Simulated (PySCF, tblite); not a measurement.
Isomers of C5H10OP2, one GFN2-xTB conformer each. Single-point energies are computed at PBE0/pcSseg-1 (PySCF, gas phase, no added dispersion term), electronic only.

Question: Rank them by PBE0/pcSseg-1 energy, lowest first (kJ/mol).
A. `[O:1]=[C:2]1[CH2:3][CH2:4][P:5]([PH2:6])[CH2:7][CH2:8]1` with C4–P5–P6–H 89° and -179°, O1–C2–C3–C4 116°, C2–C3–C4–P5 58°, C3–C4–P5–P6 53°, C4–P5–C7–C8 49°
B. `[CH3:1][C:2]1=[CH:3][CH2:4][P@@:5](=[O:6])([PH2:7])[CH2:8]1` with C4–P5–P7–H -84° and -176°, C2–C3–C4–P5 -20°, C3–C4–P5–O6 151°, C4–P5–C8–C2 -27°, C1–C2–C8–P5 -160°
C. `[CH3:1][O:2][C:3]([CH3:4])=[C:5]=[P:6][CH2:7][PH2:8]` with C1–O2–C3–C4 6°, C5–P6–C7–P8 60°, P6–C7–P8–H -50° and 43°

Answer: B (0.0), A (16.4), C (272.8).

As drawn, the lowest has a P=O bond, which the highest lacks; the highest has cumulated double bonds, which the lowest lacks. GFN2-xTB itself gives, in the same order: 0.0, 95.0, 353.3. Both levels put the same isomer lowest; measured from each level's own lowest isomer, the values differ by up to 80.5 kJ/mol (COC(C)=C=PCP: 353.3 against 272.8).

Which frontier levels, dipoles and rotational constants go with these structures?

```tsv
SMILES	HOMO (eV, PBE0/pcSseg-1)	LUMO (eV)	dipole (D)	A, B, C (MHz)
CC1=CC[P@@](=O)(P)C1	-7.05	0.03	3.38	2145, 1092, 968.4
O=C1CCP(P)CC1	-6.58	-0.66	2.39	2411, 1017, 978.5
COC(C)=C=PCP	-6.17	-1.40	3.31	2327, 661.5, 591.2
```

What happens when harmonic zero-point energies from GFN2-xTB frequencies are added?

| SMILES | ZPE (kJ/mol) | electronic (kJ/mol) | with ZPE (kJ/mol) |
| --- | --- | --- | --- |
| CC1=CC[P@@](=O)(P)C1 | 356.7 | 0.0 | 0.0 |
| O=C1CCP(P)CC1 | 362.5 | 16.4 | 22.2 |
| COC(C)=C=PCP | 351.8 | 272.8 | 267.9 |

The zero-point energies span 10.7 kJ/mol. The order is unchanged.
